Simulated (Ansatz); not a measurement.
Abridged output of a molecular run in Ansatz:

```
Functional definition: HF
1830 factors; integrals over basis functions are off by at most 1.1e-3 eV
mean field evaluation 1: about -21304.1671 eV, gradient 4.7e1 eV
mean field evaluation 2: about -21304.2566 eV, gradient 4.7e1 eV
mean field evaluation 4: about -21309.1523 eV, gradient 4.1e0 eV
mean field evaluation 8: about -21309.2157 eV, gradient 2.6e-1 eV
mean field -21309.21600892 eV, -783.0992444226 hartree, gradient 4.9e-6 eV, S^2 0.000000; 0 other end points of the search recorded, 0 dependent functions left out
12 core orbitals not correlated: weight in the atoms' cores, before any rotation towards them, 1.000 or more for the frozen orbitals, at most 0.000 for the correlated occupied ones
reference -21309.21600892 eV, -783.0992444226 hartree; 20, 20 occupied and 251, 251 virtual orbitals, 1830 factors
second order -28.56355741 eV of doubles, -0.00000000 eV of singles
cycle   1  -28.83254994 eV  change   -2.7e-1 eV  update   1.1e-1
cycle   2  -29.46849611 eV  change   -6.4e-1 eV  update   3.2e-2
cycle   3  -29.60584103 eV  change   -1.4e-1 eV  update   1.9e-2
cycle   4  -29.59767246 eV  change    8.2e-3 eV  update   5.5e-3
cycle   5  -29.59388000 eV  change    3.8e-3 eV  update   3.0e-3
cycle   6  -29.59468781 eV  change   -8.1e-4 eV  update   1.0e-3
cycle   7  -29.59440876 eV  change    2.8e-4 eV  update   4.5e-4
cycle   8  -29.59433380 eV  change    7.5e-5 eV  update   1.5e-4
cycle   9  -29.59440115 eV  change   -6.7e-5 eV  update   5.6e-5
cycle  10  -29.59439429 eV  change    6.9e-6 eV  update   1.9e-5
perturbative correction -1.13643354 eV, -0.0417631625 hartree
Total energy: -21339.94683676 eV, -784.2285815153 hartree
```

Its atoms:

Z-matrix (Å, degrees):
```
C
C 1 1.521
H 1 1.092 2 111.9
H 1 1.095 2 110.8 3 -120.1
H 1 1.092 2 111.9 3 119.8
In 2 2.143 1 113.1 3 -58.8
H 2 1.093 1 111.7 3 -179.8
H 2 1.093 1 111.6 3 61.1
Cl 6 2.359 2 115.6 1 4.7
N 6 2.005 2 135.9 1 177.5
H 10 1.008 6 120.5 2 29.1
H 10 1.009 6 117.0 2 167.9
```

Which basis set was used?
A. def2-SVPD
B. def2-QZVPP
C. def2-TZVPP
D. cc-pV(D+d)Z

C. It gives 283 functions.

Write the keys of the input that set method, charge and spin (a neutral closed shell needs none for the last two).


```yaml
correlation: {method: ccsd_t}
```
